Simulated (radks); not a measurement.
Results of a calculation; reference values are marked as such.
Effect of the nuclear size on the magnesium ion Mg8+, [He] 2s2. Code: a radial shooting solver on a logarithmic mesh with Libxc functionals. Model: Dirac Kohn-Sham, BLYP, spin-unpolarised, spherical densities, finite nucleus; Fermi nuclear charge, rms radius 3.057 fm. The rms radius is varied about that value; shifts are against it.

rms radius (fm)	total energy shift (eV)	density at nucleus (e/bohr^3)	1s1/2 shift (meV)
2.4578	-0.000972	1207	-0.387
2.7849	-0.000467	1205	-0.186
3.057	0	1204	0.000
3.1732	0.000212	1204	0.085
3.5278	0.000909	1203	0.362

Slopes of the eigenvalues against <r^2> in GHz/fm^2, as finite differences over the two radii next to the reference (eigenvalue slopes, not the field-shift constants of lines): 1s1/2 28.2.
